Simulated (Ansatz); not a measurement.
Consider the cleavage of the Sn–Si bond: `S=C[SiH2][SnH3]` + H–F → `[F][SnH3]` + `[SiH3]C=S`.

Computed with Ansatz on PBE0-D4/def2-TZVP structures; ΔE is electronic, products minus reactants. CCSD(T)/CBS is the MP2 limit (def2-TZVPP, def2-QZVPP) plus CCSD(T) − MP2 in def2-TZVPP, frozen cores. This one scheme is used for every species. Elements past krypton have def2 core potentials. For Sn outer-core shells are correlated without core-valence functions, which leaves a few kJ/mol of doubt a bond. Each species was taken in one conformer, which may not be the lowest.

| species | CCSD(T)/CBS(def2) energy (Eh) |
| --- | --- |
| `S=C[SiH2][SnH3]` | -942.49114 |
| H–F | -100.39570 |
| `[F][SnH3]` | -315.62493 |
| `[SiH3]C=S` | -727.26865 |

(1) Work out ΔE.

Largest T1 diagnostic among the species: 0.015.

## Answers

(1) ΔE = (-315.62493) + (-727.26865) − (-942.49114) − (-100.39570) = -0.00674 Eh = -0.18 eV.

The D4 term adds +0.11 eV with B3LYP and +0.07 eV with PBE0; it sums over pairs of atoms, weighted by their polarisabilities, and B3LYP, whose exchange is more repulsive, gets the larger term. In def2-TZVPP, CCSD(T) changes the Hartree–Fock value by +0.36 eV (the triples alone add +0.04 eV) and MP2 by +0.41 eV.

B3LYP here is the variant with VWN-RPA as its local correlation; programs differ in this.
